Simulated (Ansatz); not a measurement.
Ideal-gas functions of `[Cl][In]([Cl])[I]` at 500 K and 1 bar, from an Ansatz frequency run at PBE0-D4/def2-TZVP.

Molar mass 312.63 g/mol, point group C2v (symmetry number 2), electronic degeneracy 1, moments of inertia 273.159, 776.653, 1049.812 u Å². Harmonic wavenumbers (cm⁻¹, unscaled): 65, 89, 89, 208, 367, 389.

Use S(trans) = R[1.5 ln M + 2.5 ln T − 1.1517]; rotational temperatures θ = 24.2544 K / I; S(rot) = R[ln(√π/σ · √(T³/θAθBθC)) + 1.5]; for each mode x = 1.438777 ν̃/T, S = R[x/(eˣ − 1) − ln(1 − e⁻ˣ)] and H = RT x/(eˣ − 1); 1 cm⁻¹ = 0.0119627 kJ/mol; R = 8.31446 J/(mol·K).

Task: By hand: the entropy, in J/(mol·K).

Result: Translation 191.3. Rotation: θ = 0.0888, 0.0312, 0.0231 K, giving 129.1. Vibration, mode by mode: 22.27, 19.66, 19.66, 12.71, 8.24, 7.80, in all 90.3. Electronic 0.0. Sum 410.7 J/(mol·K).

Task: By hand: H − E and G − E in kJ/mol, counted from the electronic energy.

Result: Zero-point energy ½ × 1207 × 0.0119627 = 7.2; thermal vibration 18.7; translation, rotation and pV give 4 RT = 16.6. H − E = 42.5 kJ/mol, and G − E = 42.5 − 500 × 410.7/1000 = -162.8 kJ/mol.

Vibration gives 22 % of the entropy, 61.6 J/(mol·K) of it from the modes under 150 cm⁻¹: soft modes count most, and the harmonic formula is weakest for them.
